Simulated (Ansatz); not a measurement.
A structure relaxed at PBE-D4/def2-SVP in Ansatz, charge 0, doublet:

```xyz
5

Ga    1.250    2.229   -1.822
Ga   -0.567   -0.890    0.788
P     1.073   -0.097   -0.913
P    -1.381   -2.508    2.017
P    -0.375    1.267   -0.070
```

(1) Give its formula.

(2) Summarise the bond lengths by kind (pairs closer than 1.2 times the sum of covalent radii, bridged metal pairs left out).

## Answers

(1) the cluster Ga₂P₃.

(2) 5 × Ga–P 2.19 to 2.58 Å; 1 × P–P 2.16 Å.

The charge 0 doublet is spin-contaminated (final ⟨S²⟩ up to 0.94, 0.75 for a pure state). The relaxation made no stability test and no search for a lower SCF solution. Another isomer (doublet) lies 2.42 eV lower at PBE0-D4/def2-TZVP; other spin states weren't run for this one.
